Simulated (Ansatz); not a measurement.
Reaction (formal exchange of groups at a C–O bond): `CO[Si]C` + `O[SiH2][Si](O)(F)F` → `C[SiH](O)[Si](O)(F)F` + `C[Si]O`

Program: Ansatz. Geometries: PBE0-D4/def2-TZVP. ΔE: electronic, gas phase. CCSD(T)/CBS is the MP2 limit (def2-TZVPP, def2-QZVPP) plus CCSD(T) − MP2 in def2-TZVPP, frozen cores. This one scheme is used for every species. Functionals use def2-TZVPP. One conformer a species, not always the lowest.

`CO[Si]C`:

Cartesian coordinates in Å:
```
C -1.029 -0.977 0.649
O 0.172 -1.441 0.080
Si 1.439 -0.700 -0.666
C 0.944 1.142 -0.624
H -1.057 -1.258 1.705
H -1.135 0.108 0.569
H -1.873 -1.453 0.144
H 0.813 1.508 0.401
H 0.004 1.325 -1.160
H 1.722 1.745 -1.099
```

`O[SiH2][Si](O)(F)F`:

```xyz
10

O     2.238    0.168    0.849
Si    1.225   -0.301   -0.365
Si   -0.977    0.338    0.110
O    -1.998   -0.395   -0.915
F    -1.329   -0.049    1.619
F    -1.199    1.915    0.052
H     2.028   -0.110    1.742
H     1.236   -1.776   -0.571
H     1.705    0.372   -1.594
H    -2.929   -0.164   -0.927
```

`C[SiH](O)[Si](O)(F)F`:

Cartesian coordinates in Å:
```
C -1.324 1.658 0.041
Si 0.251 0.741 0.390
O 1.413 1.328 -0.628
Si 0.042 -1.560 -0.008
O 1.539 -2.136 -0.286
F -0.895 -1.896 -1.255
F -0.629 -2.355 1.201
H -1.653 1.492 -0.986
H -2.117 1.328 0.716
H -1.176 2.731 0.188
H 0.648 0.906 1.819
H 2.226 0.825 -0.699
H 1.675 -3.063 -0.492
```

`C[Si]O`:

Z-matrix (Å, degrees):
```
C
Si 1 1.905
H 1 1.093 2 112.5
H 1 1.098 2 110.4 3 120.8
H 1 1.098 2 110.4 3 -120.7
O 2 1.656 1 100.5 3 -179.8
H 6 0.962 2 119.1 1 -0.0
```

Question: Is it downhill or uphill in electronic energy at CCSD(T)/CBS, and by how much? (An estimate is asked.)

Answer: Ansatz gave: Downhill: ΔE = -25.8 kcal/mol.

Question: What do these levels give: r2SCAN-D4, ωB97X-V, PBE, SCS-MP2/def2-TZVPP, HF/def2-QZVPP, SCS-MP2/def2-QZVPP? (Estimate.)

Answer: Computed: r2SCAN-D4 -25.8, ωB97X-V -24.4, PBE -24.9, SCS-MP2/def2-TZVPP -24.7, HF/def2-QZVPP -22.0, SCS-MP2/def2-QZVPP -25.1 kcal/mol.

Largest T1 diagnostic among the species: 0.014.

In def2-TZVPP, CCSD(T) changes the Hartree–Fock value by −2.9 kcal/mol (the triples alone add −0.1 kcal/mol) and MP2 by −4.4 kcal/mol.
